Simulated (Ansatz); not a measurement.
A nudged elastic band was laid between two geometries of CH2BO2 (6 atoms, charge -1, multiplicity 1).

All numbers below come from UKS r2SCAN/def2-SVP in Ansatz.

| Item | Value |
| --- | --- |
| movable images | 7 |
| climbing image | yes |
| spring | 5.0 eV/Å² |
| optimiser | quadratic models (default) |
| start path | through a guess of the saddle point |
| force threshold | 0.05 eV/Å |
| iteration limit | 60 |
| end points | relaxed |

Initial state:

```xyz
6
Properties=species:S:1:pos:R:3
O -0.469 0.842 -1.066
C 0.053 0.383 0.203
B 0.606 -0.954 0.377
O 1.060 -2.107 0.562
H -1.414 0.654 -1.031
H 0.163 1.182 0.956
```

Final state:

```xyz
6
Properties=species:S:1:pos:R:3
O -0.843 1.015 -1.596
C -0.076 0.343 -0.660
B 0.389 -0.465 0.296
O 1.095 -1.150 1.316
H -1.762 0.785 -1.402
H 1.196 -0.529 2.046
```

(1) What changes between the two ends?

(2) Give the energies along the band, and the barrier.

(3) What is the geometry of the highest image?

Answers

(1) Bonds broken: C2–H6. Bonds formed: O4–H6.

(2) The forces met the threshold. The highest image is number 5 of 0 to 8, 381.7 kJ/mol above the first end and 128.8 kJ/mol above the last; the last end lies 252.9 kJ/mol above the first. The profile has 3 maxima (images 3, 5, 7) with wells between them (images 4, 6): this band takes more than one step, which may be the mechanism or a detour left from its start path. Neighbouring images differ by up to 2.0 eV, so the band resolves the path poorly. A vibrational analysis at the climbing image gives one clearly imaginary mode, 1515i cm⁻¹: a first-order saddle point. The orbitals were unrestricted but ended closed-shell. Limits of this set-up: an anion without diffuse functions.

| image | path coordinate (Å) | energy (kJ/mol) | C2–H6 (Å) | O4–H6 (Å) |
| --- | --- | --- | --- | --- |
| 0 | 0.00 | 0.0 | 1.10 | 3.43 |
| 1 | 0.86 | 31.6 | 1.15 | 2.86 |
| 2 | 1.73 | 188.7 | 1.96 | 2.33 |
| 3 | 2.59 | 193.6 | 2.40 | 2.27 |
| 4 | 3.46 | 186.9 | 1.89 | 2.20 |
| 5 | 4.32 | 381.7 | 2.39 | 1.33 |
| 6 | 5.21 | 254.7 | 3.02 | 0.96 |
| 7 | 6.09 | 257.6 | 3.12 | 0.96 |
| 8 | 6.98 | 252.9 | 3.11 | 0.96 |

(3) 
```xyz
6
Properties=species:S:1:pos:R:3
O -1.368 0.869 -0.739
C -0.368 -0.074 -0.544
B 0.346 -0.567 0.575
O 1.189 -1.326 1.356
H -1.255 1.167 -1.649
H 1.456 -0.068 1.001
```

Run time: 10 min on 2 threads of Intel(R) Xeon(R) Platinum 8488C (Sapphire Rapids) (shared host), peak memory 0.22 GiB.
